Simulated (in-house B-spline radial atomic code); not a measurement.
**How G0W0 and RPA depend on the start: Xe VIII (Xe7+)**

Configuration [Kr] 4d10 5s1, highest spin. Computed with a B-spline radial code for spherical atoms: all electrons, non-relativistic, point nucleus, each spin shell either full or empty, empty states to l = 9 with an (l + 1/2)⁻⁴ tail; G0W0 by contour deformation at full frequency.

Without relativity these are model numbers: it shifts the levels of so heavy an element strongly and can reorder them.

```json
{"start": "Hartree-Fock", "mean-field 5s up (eV)": "-100.89", "G0W0 (eV)": "-102.92", "QP weight": "0.983", "RPA correlation (Eh)": "-3.4687"}
{"start": "LDA VWN5", "mean-field 5s up (eV)": "-97.53", "G0W0 (eV)": "-103.41", "QP weight": "0.971", "RPA correlation (Eh)": "-3.7375"}
{"start": "PBE", "mean-field 5s up (eV)": "-96.97", "G0W0 (eV)": "-103.33", "QP weight": "0.971", "RPA correlation (Eh)": "-3.7324"}
{"start": "PBE0", "mean-field 5s up (eV)": "-98.14", "G0W0 (eV)": "-103.21", "QP weight": "0.975", "RPA correlation (Eh)": "-3.6599"}
{"start": "r2SCAN", "mean-field 5s up (eV)": "-96.94", "G0W0 (eV)": "-103.28", "QP weight": "0.973", "RPA correlation (Eh)": "-3.6851"}
{"start": "HSE06", "mean-field 5s up (eV)": "-97.84", "G0W0 (eV)": "-103.24", "QP weight": "0.974", "RPA correlation (Eh)": "-3.6647"}
{"start": "B3LYP (VWN-RPA)", "mean-field 5s up (eV)": "-98.27", "G0W0 (eV)": "-103.28", "QP weight": "0.974", "RPA correlation (Eh)": "-3.6755"}
{"start": "SCAN", "mean-field 5s up (eV)": "-97.25", "G0W0 (eV)": "-103.30", "QP weight": "0.973", "RPA correlation (Eh)": "-3.683"}
{"start": "TPSS", "mean-field 5s up (eV)": "-96.57", "G0W0 (eV)": "-103.32", "QP weight": "0.972", "RPA correlation (Eh)": "-3.7191"}
{"start": "BHandHLYP", "mean-field 5s up (eV)": "-99.49", "G0W0 (eV)": "-103.14", "QP weight": "0.978", "RPA correlation (Eh)": "-3.5931"}
{"start": "CAM-B3LYP", "mean-field 5s up (eV)": "-100.05", "G0W0 (eV)": "-103.20", "QP weight": "0.977", "RPA correlation (Eh)": "-3.65"}
{"start": "LC-wPBE", "mean-field 5s up (eV)": "-101.32", "G0W0 (eV)": "-103.13", "QP weight": "0.979", "RPA correlation (Eh)": "-3.6568"}
{"start": "wB97X", "mean-field 5s up (eV)": "-100.43", "G0W0 (eV)": "-103.08", "QP weight": "0.979", "RPA correlation (Eh)": "-3.6394"}
{"start": "PBEsol", "mean-field 5s up (eV)": "-97.02", "G0W0 (eV)": "-103.35", "QP weight": "0.971", "RPA correlation (Eh)": "-3.7343"}
{"start": "BLYP", "mean-field 5s up (eV)": "-97.19", "G0W0 (eV)": "-103.38", "QP weight": "0.971", "RPA correlation (Eh)": "-3.7338"}
{"start": "r2SCAN0", "mean-field 5s up (eV)": "-98.20", "G0W0 (eV)": "?", "QP weight": "?", "RPA correlation (Eh)": "?"}
{"start": "LDA exchange-only", "mean-field 5s up (eV)": "-96.31", "G0W0 (eV)": "?", "QP weight": "?", "RPA correlation (Eh)": "?"}
```

Question: What G0W0 level, weight and RPA correlation energy follow from the LDA exchange-only start?

Answer: G0W0 level -103.45 eV, weight 0.972, RPA correlation -3.7367 hartree.

Question: What G0W0 level, weight and RPA correlation energy follow from the r2SCAN0 start?

Answer: G0W0 level -103.18 eV, weight 0.976, RPA correlation -3.628 hartree.

Question: How much of the dependence on the start does G0W0 remove?

Answer: The mean-field levels span 5 eV and the G0W0 levels 0.53 eV. Against 105.978 ± 0.0025 eV (NIST, measured) the G0W0 removal energies are off by -3.06 to -2.53 eV, with relativity, Breit and QED terms left out.
